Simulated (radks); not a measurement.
Initial-state core-level shifts of the vanadium ion V+ when its valence configuration changes from [Ar] 3d4. Method: scalar-relativistic Kohn-Sham, PBE, spin-polarised, spherical densities, point nucleus; open shells are filled with parallel spins first; computed with a radial shooting solver on a logarithmic mesh with Libxc functionals. Shifts are changes of the shell-averaged eigenvalues in eV (positive: less bound).

| valence | 1s | 2s | 2p | 3p |
|---|---|---|---|---|
| 3d2 4s2 | -11.254 | -12.903 | -12.755 | -10.680 |
| 3d2 4p2 | -13.523 | -15.162 | -15.006 | -12.883 |
| 3d2.5 4s1.5 | -7.904 | -9.055 | -8.949 | -7.615 |
| 3d2.5 4s1 4p0.5 | -8.445 | -9.608 | -9.500 | -8.137 |
| 3d3 4p1 | -6.120 | -6.790 | -6.724 | -5.998 |
| 3d1.5 4s0.5 4p2 | -17.042 | -19.281 | -19.074 | -15.979 |
| 3d2 4s1 4p1 | -12.314 | -13.985 | -13.830 | -11.701 |
| 3d3.5 4p0.5 | -2.877 | -3.174 | -3.144 | -2.857 |
| 3d1 4s1 4p2 | -20.832 | -23.723 | -23.463 | -19.219 |
